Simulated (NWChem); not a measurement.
System meant: SiH4S3; SMILES S[SiH](S)S

The following NWChem deck was run.

```
start job
memory heap 200 mb stack 900 mb global 1100 mb
geometry units angstroms noautoz
  Si     0.000000     0.000000    -0.225666
  S     -2.002479     0.201267     0.538135
  S      1.175542     1.633565     0.538135
  S      0.826937    -1.834832     0.538135
  H      0.000000     0.000000    -1.729681
  H     -2.306197     1.254892    -0.275757
  H      2.239867     1.369779    -0.275757
  H      0.066330    -2.624671    -0.275757
end
basis spherical
  Si library def2-svp
  S library def2-svp
  H library def2-svp
end
dft
  odft
  mult 2
  xc pbe0
  iterations 150
  mulliken
end
task dft energy
```

End of the output:

```
 ==============================================================================
                                 internuclear angles
 ------------------------------------------------------------------------------
        center 1       |       center 2       |       center 3       |  degrees
 ------------------------------------------------------------------------------
    2 S                |   1 Si               |   3 S                |   108.13
    2 S                |   1 Si               |   4 S                |   108.13
    2 S                |   1 Si               |   5 H                |   110.78
    3 S                |   1 Si               |   4 S                |   108.13
    3 S                |   1 Si               |   5 H                |   110.78
    4 S                |   1 Si               |   5 H                |   110.78
    1 Si               |   2 S                |   6 H                |    93.87
    1 Si               |   3 S                |   7 H                |    93.87
    1 Si               |   4 S                |   8 H                |    93.87
 ------------------------------------------------------------------------------
                            number of included internuclear angles:          9
 ==============================================================================

 Summary of "ao basis" -> "" (spherical)
 ------------------------------------------------------------------------------
       Tag                 Description            Shells   Functions and Types
 ---------------- ------------------------------  ------  ---------------------
 Si                         def2-svp                 8       18   4s3p1d
 S                          def2-svp                 8       18   4s3p1d
 H                          def2-svp                 3        5   2s1p

                                 NWChem DFT Module
                                 -----------------

 Summary of "ao basis" -> "ao basis" (spherical)
 ------------------------------------------------------------------------------
       Tag                 Description            Shells   Functions and Types
 ---------------- ------------------------------  ------  ---------------------
 Si                         def2-svp                 8       18   4s3p1d
 S                          def2-svp                 8       18   4s3p1d
 H                          def2-svp                 3        5   2s1p

      Symmetry analysis of basis
      --------------------------

        a          34
        e+         29
        e-         29

  Rotation of axis
  number of electrons :                   66
  multiplicity        :                    2
 ------------------------------------------------------------------------
  no. of electrons and multiplicity not compatible                  66
 ------------------------------------------------------------------------
 ------------------------------------------------------------------------
  current input line :
    25: task dft energy
 ------------------------------------------------------------------------
 ------------------------------------------------------------------------
 There is an error in the input file
 ------------------------------------------------------------------------
 For more information see the NWChem manual at https://nwchemgit.github.io

0: no. of electrons and multiplicity not compatible:Received an Error in Communication
```

Can this run be used? If not, why, and what is the fix?

The input was rejected before any calculation. Cause: the multiplicity doesn't fit the number of electrons (an even count wants an odd multiplicity, and the reverse). This input runs:
```
start job
memory heap 200 mb stack 900 mb global 1100 mb
geometry units angstroms noautoz
  Si     0.000000     0.000000    -0.225666
  S     -2.002479     0.201267     0.538135
  S      1.175542     1.633565     0.538135
  S      0.826937    -1.834832     0.538135
  H      0.000000     0.000000    -1.729681
  H     -2.306197     1.254892    -0.275757
  H      2.239867     1.369779    -0.275757
  H      0.066330    -2.624671    -0.275757
end
basis spherical
  * library def2-svp
end
dft
  xc pbe0
  iterations 150
  mulliken
end
task dft energy
```
It converges to -1485.55479 Ha (PBE0/def2-SVP).
